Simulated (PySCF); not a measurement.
Dipole response of Sr²⁺ (strontium, charge +2)

[Kr], closed-shell 1S. Computed with PySCF 2.14 in aug-cc-pwCVTZ-X2C, with the spin-free X2C one-electron Hamiltonian (Gaussian nucleus). Coupled (time-dependent) response in atomic units; α is the mean over directions.

```
method  mean α (bohr³)  C₆ (like pair)  S(−4)
   UHF           5.793           28.16  4.934
   PBE           5.944           29.03  5.343
  PBE0           5.871           28.58  5.153
```

S(−4) is the Cauchy moment in α(ω) = α(0) + S(−4) ω² + …

α(iu) at PBE:

| u (hartree) | α(iu) (bohr³) |
| --- | --- |
| 0 | 5.944 |
| 0.0500 | 5.931 |
| 0.100 | 5.891 |
| 0.200 | 5.739 |
| 0.300 | 5.502 |
| 0.500 | 4.870 |
| 0.750 | 3.996 |
| 1.00 | 3.212 |
| 1.50 | 2.086 |
| 2.00 | 1.417 |
| 3.00 | 0.7559 |
| 5.00 | 0.3165 |

A single London oscillator, α(iu) = α/(1 + u²/ω²), gives C₆ = (3/4) ω α². Matching the computed C₆ needs ω = 4 × 29.03 / (3 × 5.944²) = 1.10 hartree.

For an ion, C₆ is the dispersion term alone; charge-induced terms of lower order in 1/R come first.
